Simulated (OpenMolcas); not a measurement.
A calculation on Mn2+.

| Property | Result |
| --- | --- |
| Program | OpenMolcas |
| Method | CASSCF |
| Basis | ANO-RCC-VTZP [6s5p3d2f1g] |
| Scalar Hamiltonian | DKH2, point nucleus |
| Active space | 5 electrons in 6 orbitals (3d 4s) |
| State averaging | 2S+1 = 6 even, 6 roots; 2S+1 = 4 even, 59 roots kept (CI in the orbitals of an earlier block); 2S+1 = 2 even, 97 roots kept (CI in the orbitals of an earlier block) |
| Spin-orbit coupling | state interaction with AMFI integrals over the reference wave functions, term energies averaged over their components |

Question: Which level of the active space comes out lowest?

Answer: 3d⁵ ⁶S_5/2, with 100 % of that term; it is also the measured ground level.

Question: How high does 3d⁵ ⁴G_9/2 lie?

Answer: 34244 cm⁻¹ above the lowest level; measured 26851 cm⁻¹ above the ground level, so the calculation is off by +28 %.

Question: How high does 3d⁵ ⁴G_7/2 lie?

Answer: 34235 cm⁻¹ above the lowest level; measured 26860 cm⁻¹ above the ground level, so the calculation is off by +27 %.

Question: How high does 3d⁵ ²I_11/2 lie?

Answer: 48778 cm⁻¹ above the lowest level; measured 39174 cm⁻¹ above the ground level, so the calculation is off by +25 %.

Question: The level at 39384 cm⁻¹ has J = 5/2. What is it made of, and what is its g factor?

Answer: 97 % 3d⁵ ⁴P_5/2, 3 % 3d⁵ ⁴D; g = 1.594, against 1.601 from Landé's formula for the pure leading term.

Measured values: Corliss and Sugar, J. Phys. Chem. Ref. Data 6, 1253 (1977).

Without dynamic correlation excited terms often stand tens of per cent too high (terms of higher spin than the ground term too low), and those without a measured partner can miss by more than the paired ones. Terms from blocks run as CI alone lack orbitals of their own. Measured partners are found by configuration, term and J. A level has none where our copy of the source lacks it or the pairing is in doubt (some pairs that miss far off the trend of their configuration count as doubtful), and it then counts in no deviation. Only configurations of the active space appear.
